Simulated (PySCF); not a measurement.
C4H8FOP.
SMILES with atom numbers: `[CH3:1][O:2][CH2:3]/[P:4]=[C:5](\[CH3:6])[F:7]` (hydrogens: H8, H9, H10 on C1; H11, H12 on C3; H13, H14, H15 on C6)

The same species was optimised twice, with GFN2-xTB and with PBE0-D3(BJ)/def2-SVP (PySCF), and the same property calculations (PySCF, gas phase) were run on both structures.

```tsv
coordinate	GFN2-xTB	PBE0-D3(BJ)/def2-SVP	change
C5–F7 (Å)	1.358	1.340	-0.018
P4=C5 (Å)	1.681	1.692	+0.011
C1–O2 (Å)	1.405	1.398	-0.007
O2–C3 (Å)	1.401	1.394	-0.007
C5–C6 (Å)	1.487	1.483	-0.004
C3–P4 (Å)	1.896	1.897	+0.001
O2–C3–P4 (°)	114.5	118.2	+3.7
P4–C5–F7 (°)	114.9	116.2	+1.3
C6–C5–F7 (°)	112.2	111.0	-1.2
C1–O2–C3 (°)	113.3	114.3	+1.0
C3–P4–C5 (°)	100.0	100.8	+0.8
P4–C5–C6 (°)	132.9	132.8	-0.1
C1–O2–C3–P4 (°)	-69	-66	+3
O2–C3–P4–C5 (°)	-62	-56	+6
```

Rotational constants: A = 3638, B = 1335, C = 1169 MHz (GFN2-xTB) against A = 3566, B = 1353, C = 1165 MHz (PBE0-D3(BJ)/def2-SVP). Point groups within 0.08 Å: C1 and C1.

On the GFN2-xTB structure: lowest singlet, TDDFT (eV) 4.43 [CAM-B3LYP/def2-SVPD]; lowest triplet, Tamm–Dancoff (eV) 2.53 [CAM-B3LYP/def2-SVPD]; isotropic polarisability (au) 81.9 [CAM-B3LYP/def2-SVPD]; HOMO (eV) -8.18 [CAM-B3LYP/def2-SVPD]; LUMO (eV) -0.46 [CAM-B3LYP/def2-SVPD]; dipole (D) 2.04 [CAM-B3LYP/def2-SVPD]; HOMO (eV) -6.91 [PBE0/pcSseg-1]; LUMO (eV) -1.46 [PBE0/pcSseg-1]; dipole (D) 2.09 [PBE0/pcSseg-1]; GIAO shielding of C1 (ppm) 127.2 [PBE0/pcSseg-1]; GIAO shielding of O2 (ppm) 311.9 [PBE0/pcSseg-1]; GIAO shielding of C3 (ppm) 115.7 [PBE0/pcSseg-1]; GIAO shielding of P4 (ppm) 141.1 [PBE0/pcSseg-1]; GIAO shielding of C5 (ppm) -58.0 [PBE0/pcSseg-1]; GIAO shielding of C6 (ppm) 160.7 [PBE0/pcSseg-1]; GIAO shielding of F7 (ppm) 179.1 [PBE0/pcSseg-1].

Question: What do these properties become on the PBE0-D3(BJ)/def2-SVP structure?

Answer: 
```tsv
property	level	on GFN2-xTB	on PBE0-D3(BJ)/def2-SVP	change
lowest singlet, TDDFT (eV)	CAM-B3LYP/def2-SVPD	4.43	4.51	+0.08
lowest triplet, Tamm–Dancoff (eV)	CAM-B3LYP/def2-SVPD	2.53	2.51	-0.02
isotropic polarisability (au)	CAM-B3LYP/def2-SVPD	81.9	82.8	+0.9
HOMO (eV)	CAM-B3LYP/def2-SVPD	-8.18	-8.13	+0.05
LUMO (eV)	CAM-B3LYP/def2-SVPD	-0.46	-0.45	+0.01
dipole (D)	CAM-B3LYP/def2-SVPD	2.04	1.92	-0.12
energy, GFN2-xTB geometry as zero (kcal/mol)	CAM-B3LYP/def2-SVPD	0.0	-0.4	-0.4
HOMO (eV)	PBE0/pcSseg-1	-6.91	-6.87	+0.04
LUMO (eV)	PBE0/pcSseg-1	-1.46	-1.44	+0.02
dipole (D)	PBE0/pcSseg-1	2.09	1.99	-0.10
energy, GFN2-xTB geometry as zero (kcal/mol)	PBE0/pcSseg-1	0.0	-0.5	-0.5
GIAO shielding of C1 (ppm)	PBE0/pcSseg-1	127.2	127.5	+0.3
GIAO shielding of O2 (ppm)	PBE0/pcSseg-1	311.9	315.4	+3.5
GIAO shielding of C3 (ppm)	PBE0/pcSseg-1	115.7	115.6	-0.1
GIAO shielding of P4 (ppm)	PBE0/pcSseg-1	141.1	150.4	+9.3
GIAO shielding of C5 (ppm)	PBE0/pcSseg-1	-58.0	-57.5	+0.5
GIAO shielding of C6 (ppm)	PBE0/pcSseg-1	160.7	158.1	-2.6
GIAO shielding of F7 (ppm)	PBE0/pcSseg-1	179.1	179.4	+0.3
```

The heavy atoms differ by 0.081 Å rms after alignment. Among bonds between heavy atoms C5–F7 changes most (-0.018 Å). Changes are differences of the printed values. Neither structure is proved a minimum here.

The values belong to the conformer `[CH3:1][O:2][CH2:3]/[P:4]=[C:5](\[CH3:6])[F:7]`: C1–O2–C3–P4 -66°, O2–C3–P4–C5 -56°.
